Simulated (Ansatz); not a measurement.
Consider the ligand exchange at a Ge–C bond: `[Cl][GaH][CH2][GeH3]` + dimethylamine → `C[N](C)[GeH3]` + `[CH3][GaH][Cl]`.

Isolated molecules relaxed with PBE0-D4/def2-TZVP in Ansatz; ΔE leaves out vibrations. CCSD(T)/CBS is the MP2 limit (def2-TZVPP, def2-QZVPP) plus CCSD(T) − MP2 in def2-TZVPP, frozen cores. Functionals use def2-TZVPP. B3LYP here is the variant with VWN-RPA as its local correlation; programs differ in this. HSE06 is defined as in plane-wave codes. For Ga, Ge outer-core shells are correlated without core-valence functions, which leaves a few kJ/mol of doubt a bond. Scalar relativity is left out up to krypton. One conformer a species, not always the lowest.

```csv
level,ΔE (kcal/mol),difference from CCSD(T)/CBS
PBE-D4,-0.7,0.0
BLYP-D4,-2.1,-1.4
HSE06-D4,-0.3,0.4
CAM-B3LYP-D4,-1.8,-1.1
PBE,-0.5,0.2
revPBE,-0.1,0.6
B3LYP,-1.3,-0.6
r2SCAN0,-0.7,0.0
BHLYP,-1.3,-0.6
CCSD/def2-TZVPP,-0.8,-0.1
CCSD(T)/def2-TZVPP,-0.9,-0.2
MP2/def2-QZVPP,-1.2,-0.5
SCS-MP2/def2-QZVPP,-1.4,-0.7
HF/CBS(def2),-1.4,-0.7
MP2/CBS(def2),-1.1,-0.4
CCSD/CBS(def2),-0.6,0.1
CCSD(T)/CBS,-0.7,0
```

Largest T1 diagnostic among the species: 0.012.

Leaving LDA and LC-ωPBE aside and taking each functional with its dispersion term where it has one, the values spread over 1.8 kcal/mol, from BLYP-D4 to HSE06-D4. LDA lies −0.8 kcal/mol from PBE without D4. At CCSD(T), def2-SVP lies −1.4 kcal/mol from the extrapolated value and def2-TZVPP −0.2 kcal/mol.

CCSD(T)/CBS has its own doubt, a few kJ/mol and more with outer-core shells, so smaller differences from it don't rank the levels.
